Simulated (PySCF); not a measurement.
Compound: (CdSe)2 ring, Cd₂Se₂ (singlet state).
Cartesian coordinates in Å at the PBE0-D3(BJ)/def2-SVP level; atoms count from 1:
```xyz
4
Cd2Se2 angstrom
Cd    -1.3091    0.0585   -0.5326
Se    -0.8010   -0.4295    1.9208
Cd     1.3091   -0.0585    0.5326
Se     0.8011    0.4295   -1.9208
```

Level of theory: TDDFT CAM-B3LYP/def2-SVPD, vertical, gas phase, core orbitals frozen in the response, def2 core potentials past Kr (PySCF). Spin–orbit coupling is left out.

Q: List the vertical singlet excitations with oscillator strengths and describe the spectrum.

A: 

```json
{"state": "S1", "E (eV)": "1.83", "ν̃ (cm⁻¹)": "14750", "f": "0.0000", "|μ| (D)": "0.00", "main configurations (H = HOMO, L = LUMO)": "H→L (99%)"}
{"state": "S2", "E (eV)": "2.49", "ν̃ (cm⁻¹)": "20100", "f": "0.023", "|μ| (D)": "1.57", "main configurations (H = HOMO, L = LUMO)": "H-1→L (97%)"}
{"state": "S3", "E (eV)": "2.53", "ν̃ (cm⁻¹)": "20400", "f": "0.019", "|μ| (D)": "1.42", "main configurations (H = HOMO, L = LUMO)": "H-2→L (98%)"}
{"state": "S4", "E (eV)": "2.56", "ν̃ (cm⁻¹)": "20660", "f": "0.0000", "|μ| (D)": "0.00", "main configurations (H = HOMO, L = LUMO)": "H→L+1 (98%)"}
{"state": "S5", "E (eV)": "2.81", "ν̃ (cm⁻¹)": "22650", "f": "0.0000", "|μ| (D)": "0.00", "main configurations (H = HOMO, L = LUMO)": "H-3→L (98%)"}
{"state": "S6", "E (eV)": "2.97", "ν̃ (cm⁻¹)": "23950", "f": "0.0000", "|μ| (D)": "0.00", "main configurations (H = HOMO, L = LUMO)": "H-1→L+1 (98%)"}
{"state": "S7", "E (eV)": "3.25", "ν̃ (cm⁻¹)": "26250", "f": "0.0000", "|μ| (D)": "0.00", "main configurations (H = HOMO, L = LUMO)": "H-2→L+1 (98%)"}
{"state": "S8", "E (eV)": "4.08", "ν̃ (cm⁻¹)": "32920", "f": "0.044", "|μ| (D)": "1.68", "main configurations (H = HOMO, L = LUMO)": "H-3→L+1 (73%), H→L+2 (22%)"}
{"state": "S9", "E (eV)": "4.54", "ν̃ (cm⁻¹)": "36640", "f": "0.287", "|μ| (D)": "4.08", "main configurations (H = HOMO, L = LUMO)": "H-4→L (92%)"}
{"state": "S10", "E (eV)": "5.02", "ν̃ (cm⁻¹)": "40510", "f": "0.0000", "|μ| (D)": "0.00", "main configurations (H = HOMO, L = LUMO)": "H→L+3 (98%)"}
```

Triplets (Tamm–Dancoff): T1 1.67 eV, H→L (98%); T2 1.89 eV, H-1→L (94%); T3 2.30 eV, H→L+1 (97%); T4 2.31 eV, H-2→L (97%).

The lowest singlet lies at 1.83 eV (678 nm, visible) and is dark (f under 0.0005); its leading configuration is HOMO→LUMO (99%). The most intense listed level is S9 at 4.54 eV (273 nm, f = 0.287), 2.71 eV above S1. For S1 the Löwdin share of cadmium is at most 5% in HOMO and 72% in LUMO (ligand-to-metal charge transfer by this measure). Of the 10 states listed, 4 reach f = 0.01 and 6 stay under 0.0005. Weighted by f, the mean energy of these states is 4.26 eV. 7 computed singlets (S1 to S7) lie in the visible range (380 to 750 nm), the largest f among them at 497 nm, f = 0.023; light of that wavelength is blue-green to green, and its complementary colour is red to purple; a Tamm–Dancoff triplet lies at 743 nm, without intensity as long as spin–orbit coupling is left out. The vertical ionisation energy (ΔSCF) is 8.11 eV, 3.08 eV above S10. Only the lowest 10 singlets were computed, as vertical energies without vibronic structure.
